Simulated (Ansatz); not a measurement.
Compare A (`C[CH]([SiH3])[AlH][NH2]`) with its isomer B (`[CH3][AlH][CH2]N[SiH3]`).

Computed with Ansatz on PBE0-D4/def2-TZVP structures; ΔE is electronic, products minus reactants. CBS: MP2 limit from def2 TZ/QZ plus the TZ coupled-cluster correction, frozen cores. Functionals use def2-TZVPP. B3LYP here is the variant with VWN-RPA as its local correlation; programs differ in this. Each species was taken in one conformer, which may not be the lowest.

Problem. Which isomer does CCSD(T)/CBS put lower? Give the gap. (Best estimate.)

Solution. Ansatz gave: A, by 22.2 kcal/mol.

Problem. Give E(B) − E(A) in kcal/mol with r2SCAN-D4, CCSD/def2-TZVPP, CCSD(T)/def2-TZVPP, B3LYP-D4, MP2/def2-TZVPP, B2PLYP, PBE0-D4. (Estimate.)

Solution. The calculation gave: r2SCAN-D4 21.5, CCSD/def2-TZVPP 22.4, CCSD(T)/def2-TZVPP 22.4, B3LYP-D4 21.2, MP2/def2-TZVPP 23.2, B2PLYP 22.1, PBE0-D4 20.7. None reverses the order clearly.

Largest T1 diagnostic: 0.011.
